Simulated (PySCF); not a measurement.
BH2I, SMILES BI. Atoms are numbered in the order given.

```xyz
4

B      0.0000     0.0000     1.8490
H      0.0000     1.0473     2.3983
H      0.0000    -1.0473     2.3983
I      0.0000     0.0000    -0.2649
```

Coordinates come from a B3LYP-D3(BJ)/def2-TZVP optimisation. The def2 effective core potentials stand for the cores of I; spin–orbit coupling is left out.

The numbers are results of PySCF with CAM-B3LYP/def2-TZVPD, not measurements.

The molecule is in vacuum.

* **total energy**: -323.74890 hartree
* **point group**: C2v
* **highest occupied level**: -8.83 eV
* **lowest empty level**: -1.13 eV
* **orbital gap**: 7.70 eV
* **dipole moment**: 0.55 D
* **quadrupole, principal values (traceless, Buckingham form, about the centre of nuclear charge)**: -2.44, 0.08, 2.37 D·Å
* **mean static polarisability**: 50.3 bohr³ (7.46 Å³)
* **polarisability, principal values**: 41.6, 44.9, 64.4 bohr³
